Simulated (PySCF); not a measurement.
**Diatomics of O with group 12**

PBE0 with double-zeta basis sets in PySCF, for the lowest determinant that a PBE0 search found; no spin–orbit coupling. De refers to high-spin ground-configuration atoms. A positive dipole means M(−)O(+).

```csv
M,basis,state (unpaired electrons),Re (Å),ωe (cm⁻¹),De (eV),μ (D)
Zn,def2-SVP,"triplet (σ ↑, π ↑)",1.868,536,1.41,-2.73
Cd,cc-pVDZ-PP/cc-pVDZ,"triplet (σ ↑, π ↑)",2.092,415,0.89,-2.23
Hg,def2-SVP,"triplet (σ ↑, π ↑)",2.271,226,0.29,-1.55
```

The shortest bond is that of ZnO (1.868 Å), the longest that of HgO (2.271 Å). ZnO is bound most strongly (1.41 eV) and HgO least (0.29 eV).

The rows differ in basis set, which adds steps of its own.

Down a group the atoms grow and get heavier, so bonds lengthen and wavenumbers fall; this series shows no clear exception.

Weak bonds: HgO. Basis-set superposition, not corrected here, can be much of De in a small basis, most of all at correlated wavefunction levels. Functionals without a dispersion term scatter widely for such bonds, and LDA overbinds them. These are scalar-relativistic numbers at best; spin–orbit coupling would shift them, the dissociation energy most. States were picked by a PBE0 search and need not be the measured ground states.
